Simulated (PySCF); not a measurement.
## Working out the ionisation energy of Sb⁺

Sb⁺ [Kr] 4d10 5s2 5p2 (3P) → Sb²⁺ [Kr] 4d10 5s2 5p1 (2P). Computed with PySCF 2.14 in x2c-TZVPPall with one added diffuse shell each of s, p, d, f type (9s7p5d3f, 76 functions), with the spin-free X2C one-electron Hamiltonian (Gaussian nucleus). Frozen: [Ar] 3d10. Energies in hartree (1 hartree = 27.21139 eV):

```csv
part,Sb⁺ (lower),Sb²⁺ (upper)
UHF,-6477.637596,-6477.049627
CCSD correlation,-0.365920,-0.349565
(T),-0.007630,-0.006798
```

What does Hartree-Fock give?

(-6477.049627) − (-6477.637596) = 0.587969 hartree = 15.999 eV.

What do CCSD and CCSD(T) give?

The CCSD correlation energies differ by 0.016355 hartree = 0.445 eV and the triples by 0.000832 hartree = 0.023 eV, so CCSD gives 16.444 eV and CCSD(T) 16.467 eV.

Reference: 16.626 ± 0.025 eV (measured; NIST Atomic Spectra Database, ionization energies), between the lowest levels; spin-orbit coupling is absent from the calculation.

What remains against the reference includes basis incompleteness, the frozen core and higher excitations.
